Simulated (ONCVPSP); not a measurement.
## Potentials for cadmium (Cd) compared

Generated with ld1.x 7.5 (TM, RRKJ, ultrasoft, PAW), atompaw 4.2 or ONCVPSP 4.0.1. The cutoff is in Ry: for ld1.x and atompaw files where the sum of valence levels is converged to 10 mRy in a Bessel basis, for ONCV files where the hardest occupied wave has 1 mHa per electron of residual kinetic energy. The error is the largest all-electron minus pseudo excitation energy over each file’s own four to seven test configurations (ionisations up to +4, promotions, holes and added fractions of an electron), all of which were solved. The labels leave out finer settings (local radius, basis sizes, second energies), which also bear on the numbers. Spin-polarised tests are not counted. The rows are a selection from randomly drawn settings: files with unsolved tests, undetermined cutoffs or missed reference levels are left out.

A true bound ghost makes a file unfit for plane-wave use even where its test errors are small: the radial tests pick states by their node count and pass the ghost by.

| potential | cutoff (Ry) | largest error (meV) | bound ghosts |
| --- | --- | --- | --- |
| ONCV, LDA (Perdew-Wang 92), scalar-relativistic, rc 1.30/1.70/1.90 (spd), local smoothed, core correction no, reference 4s2 4p6 4d10 5s1 5p1, qcut 8.3/8.7/10.1, projectors 2/2/2 | 61 | +7.6 | none |
| ONCV, PBE, scalar-relativistic, rc 1.40/1.60/1.90 (spd), local smoothed, core correction no, reference 4s2 4p6 4d10 5s2, qcut 9.2/7.9/6.5, projectors 2/3/2 | 59 | +171 | none |
| ONCV, PBEsol, scalar-relativistic, rc 1.70/1.10/1.40 (spd), local smoothed, core correction yes, reference 4s2 4p6 4d10 5s1.5, qcut 6.6/7.2/9.5, projectors 2/2/1 | 262 | -7.9 | none |

(1) Fill in the row for Cd: ONCV, LDA (Perdew-Zunger), fully relativistic, rc 2.45/1.65/1.85 (spd), local smoothed, core correction yes, reference 4p6 4d10 5s1.5, qcut 3.1/8.3/8.8, projectors 3/1/2.

(2) Fill in the row for Cd: ONCV, PBE, scalar-relativistic, rc 2.15/1.50/1.70 (spd), local smoothed, core correction yes, reference 4p6 4d10 5s1 5p1, qcut 3/10.4/8.9, projectors 3/2/1.

Results:

(1) cutoff 54 Ry, largest error +151 meV, bound ghosts: s.

(2) cutoff 59 Ry, largest error -348 meV, bound ghosts: none.
